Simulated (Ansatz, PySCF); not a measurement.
SiFI3, SMILES [Si](F)(I)(I)I. Atoms are numbered in the order given.

```xyz
5

F     -0.0001    -0.0001     2.1627
Si     0.0001     0.0000     0.5451
I      2.0188     1.1656    -0.1878
I      0.0000    -2.3310    -0.1877
I     -2.0187     1.1655    -0.1877
```

Coordinates come from a B3LYP-D3(BJ)/def2-SVP optimisation. The def2 effective core potentials stand for the cores of I; spin–orbit coupling is left out.

Two levels are set side by side: PBE-D3(BJ)/def2-SVP (Ansatz, a quantum-chemistry and plane-wave program) and B3LYP-D3(BJ)/def2-SVP (Ansatz). Each level has its own optimised geometry; the coordinates shown are those of the second. Frequencies come from the Hessian of PySCF at each geometry. Differences are taken from unrounded values.

```
quantity                            B3LYP-D3(BJ)
----------------------------------  ------------
mean bond length (Å)                       2.237
bond F1–Si2 (Å)                            1.618
bond Si2–I3 (Å)                            2.444
bond Si2–I4 (Å)                            2.444
bond Si2–I5 (Å)                            2.444
highest harmonic wavenumber (cm⁻¹)           902
mean harmonic wavenumber (cm⁻¹)              294
zero-point energy (kcal/mol)                3.79
```

What does PBE-D3(BJ) give, and how far is it from B3LYP-D3(BJ)? (Estimate from the structure and the level; the computed values follow.)


| quantity | PBE-D3(BJ) | PBE-D3(BJ) minus B3LYP-D3(BJ) |
|---|---|---|
| mean bond length (Å) | 2.241 | 0.004 |
| bond F1–Si2 (Å) | 1.631 | 0.013 |
| bond Si2–I3 (Å) | 2.445 | 0.001 |
| bond Si2–I4 (Å) | 2.445 | 0.001 |
| bond Si2–I5 (Å) | 2.445 | 0.001 |
| highest harmonic wavenumber (cm⁻¹) | 875 | -27 |
| mean harmonic wavenumber (cm⁻¹) | 287 | -7 |
| zero-point energy (kcal/mol) | 3.69 | -0.09 |
